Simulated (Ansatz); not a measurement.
Consider the homolysis of the C–Te bond: `OB(O)[Te]C(F)(F)F` → `F[C](F)F`• + `OB(O)[Te]`•.

Program: Ansatz. Geometries: PBE0-D4/def2-TZVP. ΔE: electronic, gas phase. CCSD(T)/CBS adds triple-zeta CCSD(T) − MP2 to the extrapolated MP2 energy (def2 sets, frozen cores). Functionals use def2-TZVPP. B3LYP here is the variant with VWN-RPA as its local correlation; programs differ in this. Open shells (•) are unrestricted, without spin–orbit coupling. Elements past krypton have def2 core potentials. For Te outer-core shells are correlated without core-valence functions, which leaves a few kJ/mol of doubt a bond. One conformer a species, not always the lowest.

```json
{"species": "`OB(O)[Te]C(F)(F)F`", "B3LYP energy (Eh)": "-782.60341"}
{"species": "`F[C](F)F`•", "B3LYP energy (Eh)": "-337.71644"}
{"species": "`OB(O)[Te]`•", "B3LYP energy (Eh)": "-444.80206"}
```

Question: Work out ΔE.

Answer: ΔE = (-337.71644) + (-444.80206) − (-782.60341) = 0.08491 Eh = +2.31 eV. CCSD(T)/CBS gives +2.75 eV.

Largest T1 diagnostic among the species: 0.014.

In def2-TZVPP, CCSD(T) changes the Hartree–Fock value by +1.41 eV (the triples alone add +0.16 eV) and MP2 by +1.53 eV; breaking electron pairs costs correlation energy, which Hartree–Fock lacks. The D4 term adds +0.19 eV with B3LYP and +0.10 eV with PBE0; it sums over pairs of atoms, weighted by their polarisabilities, and B3LYP, whose exchange is more repulsive, gets the larger term.
